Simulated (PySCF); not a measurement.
**Small edits and their spectra**

Starting compound: SMILES FC/C(F)=C1/C=CCO1, C6H6F2O.

1H NMR (400 MHz, computed): δ 6.85 (m, 1H), 6.40 (m, 1H), 5.50 (m, 2H), 5.37 (m, 2H). 13C{1H} NMR (computed): δ 162.6 (C), 150.2 (C), 139.5 (CH), 130.4 (CH), 82.7 (CH2), 81.1 (CH2).

One computed conformer, equivalent nuclei averaged, non-relativistic, gas phase. Geometry: GFN2-xTB; J couplings at B3LYP/pcJ-1 (spin–dipole term left out of most H,H and C,H couplings); GIAO PBE0/pcSseg-1 shieldings; PySCF.

Scale: 1H (31.72 ppm) and 13C (186.93 ppm) against TMS (reference shieldings calculated alike). Multiplet labels drop J under 1 Hz and among equivalent protons, and merge close values. Unscaled 3J(H,H) run several per cent high. Splittings of carbon signals by F and P are missing where no couplings were computed. Where no couplings were computed, multiplicities follow the n + 1 count of equivalent neighbours, and m marks all less simple cases (inequivalent or close neighbours, rings, F or P nearby). Vicinal couplings that depend on rotamer populations or ring flexing (ring, CH–CH, X–H and H–F types) are those of the one conformer. One-bond C–F couplings are unscaled and too large by tens of Hz. Shifts are as computed. Against solution values, carbons near 30 ppm lie about +3 ppm off and those near 130 ppm about +5 ppm; carbons on Cl a further +6 ppm. Of 1309 compounds with measured shifts, 239 miss one by over three times the rms of a fit or turn the order of signals round; such compounds aren't used in these exercises. Carbons bonded to Cl come out too deshielded.

Q: What are the spectra after this edit: CH2 inserted into a C-C bond, giving `FC/C(F)=C1/CC=CCO1`?

A: 1H NMR (400 MHz, computed): δ 6.58 (m, 1H), 6.46 (m, 1H), 5.47 (m, 2H), 4.70 (m, 2H), 3.25 (m, 2H). 13C{1H} NMR (computed): δ 153.2 (C), 149.5 (C), 136.5 (CH), 136.3 (CH), 80.7 (CH2), 67.5 (CH2), 26.9 (CH2).

Q: What are the spectra after this edit: terminal F group replaced by H, giving `FC/C=C1\C=CCO1`?

A: 1H NMR (400 MHz, computed): δ 7.05 (ddt, J = 7.0, 5.1, 3.3 Hz, 1H), 6.39 (dtq, J = 7.0, 3.2, 1.7 Hz, 1H), 5.69 (m, 2H), 5.14 (tq, J = 5.1, 3.2 Hz, 2H), 4.64 (d of quint of d, J = 34.8, 3.4, 1.9 Hz, 1H). 13C{1H} NMR (computed): δ 167.1 (C), 141.2 (CH), 133.2 (CH), 97.5 (CH, d, J = 10.6 Hz), 86.5 (CH2, d, J = 225.2 Hz), 79.7 (CH2).

Q: What are the spectra after this edit: F replaced by Cl, giving `FC/C(Cl)=C1\C=CCO1`?

A: 1H NMR (400 MHz, computed): δ 6.76 (d, 1H), 6.51 (m, 1H), 5.39 (m, 2H), 5.30 (m, 2H). 13C{1H} NMR (computed): δ 169.9 (C), 142.1 (CH), 131.3 (CH), 109.0 (C), 88.4 (CH2), 81.3 (CH2).
